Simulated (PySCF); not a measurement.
Isomers of C6H8O2, one GFN2-xTB conformer each. Single-point energies are computed at PBE0/pcSseg-1 (PySCF, gas phase, no added dispersion term), electronic only.

**Question.** Rank them by PBE0/pcSseg-1 energy, lowest first (kcal/mol).
A. `[CH3:1][CH2:2][O:3][c:4]1[cH:5][cH:6][cH:7][o:8]1` with C1–C2–O3–C4 73°, C2–O3–C4–C5 -169°
B. `[CH3:1][O:2][C@@H:3]1[CH2:4][CH:5]=[CH:6][C:7]1=[O:8]` with C1–O2–C3–C4 -172°

**Answer.** A (0.0), B (0.0).

As drawn, the lower has an aromatic ring, which the higher lacks; the higher has a C=O bond and a C=C bond outside aromatic rings, which the lower lacks. Neighbours under 2.5 kcal/mol apart (CCOc1ccco1 and CO[C@@H]1CC=CC1=O) can change places with a better method, another conformer or zero-point energy. GFN2-xTB itself gives, in the same order: 0.0, 17.7. Both levels put the same isomer lowest.

**Question.** Which frontier levels, dipoles and rotational constants go with these structures?

**Answer.** 
```json
{"SMILES": "CCOc1ccco1", "HOMO (eV, PBE0/pcSseg-1)": "-5.81", "LUMO (eV)": "0.76", "dipole (D)": "1.25", "A, B, C (MHz)": "5112, 1462, 1271"}
{"SMILES": "CO[C@@H]1CC=CC1=O", "HOMO (eV, PBE0/pcSseg-1)": "-6.69", "LUMO (eV)": "-1.60", "dipole (D)": "2.80", "A, B, C (MHz)": "3411, 1952, 1331"}
```
